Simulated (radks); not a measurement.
Q: The mean radii <r> (bohr) of the occupied orbitals of an atom or ion are listed with their occupations. Calculated with a radial shooting solver on a logarithmic mesh with Libxc functionals: scalar-relativistic Kohn-Sham, LDA (Slater exchange, Perdew-Wang correlation), spin-polarised, spherical densities, finite nucleus; Fermi nuclear charge, rms radius of each element as measured or else 0.836 A^(1/3) + 0.57 fm.

orbital  occ.      <r>
1s down     1  0.03521
1s up       1  0.03521
2s up       1   0.1539
2s down     1   0.1539
2p up       3   0.1340
2p down     3   0.1340
3s up       1   0.4296
3s down     1   0.4296
3p up       3   0.4311
3p down     3   0.4310
3d up       5   0.4152
3d down     5   0.4150
4s up       1    1.088
4s down     1    1.085
4p up       3    1.194
4p down     3    1.191
4d up       2    1.515

Name the element and its charge. Open shells, if any, are filled with parallel spins first.

A: Z = 42, molybdenum, charge +4: Mo4+ in [Kr] 4d2. The 1s radius gives Z: for a bare nucleus <r> = (2 gamma + 1)/(2Z) with gamma = sqrt(1 - (Z/c)^2), 0.03457 bohr for Z = 42, and screening makes it slightly larger (0.03521 here). The occupations add up to 38, and the charge is Z minus that.
